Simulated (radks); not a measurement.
The nuclear charge of the ruthenium ion Ru+ is varied continuously with 43 electrons held in [Kr] 4d7. All-electron calculation, scalar-relativistic Kohn-Sham, r2SCAN, spin-polarised, spherical densities, finite nucleus; open shells are filled with parallel spins first (spin-orbit coupling, left out, can overturn this in heavy ions); meta-GGA in the generalised Kohn-Sham scheme; Fermi nuclear charge, rms radius 4.4809 fm. Program: a radial shooting solver on a logarithmic mesh with Libxc functionals. By the Hellmann-Feynman theorem dE/dZ = E(electron-nucleus)/Z, the electronic potential at the nucleus (averaged over a nucleus of fixed radius). The scalar-relativistic energy here is not variational (the density holds large components alone), so the two differ by a part that grows with Z.

| Z | E (hartree) | E(electron-nucleus)/Z (hartree) | HOMO | e(HOMO) (eV) | <r> HOMO (bohr) |
|---|---|---|---|---|---|
| 43.5 | -4407.68721 | -244.297 | 4d | -5.610 | 1.842 |
| 43.75 | -4469.15591 | -246.230 | 4d | -8.174 | 1.747 |
| 44 | -4531.11061 | -248.160 | 4d | -10.968 | 1.670 |
| 44.25 | -4593.55085 | -250.089 | 4d | -13.972 | 1.605 |
| 44.5 | -4656.47631 | -252.016 | 4d | -17.171 | 1.548 |
| 44.75 | -4719.88682 | -253.943 | 4d | -20.554 | 1.498 |
| 45 | -4783.78231 | -255.869 | 4d | -24.111 | 1.453 |

The central difference of E at Z = 44 is -248.790 hartree, to compare with the third column; the second derivative is -7.77 hartree.
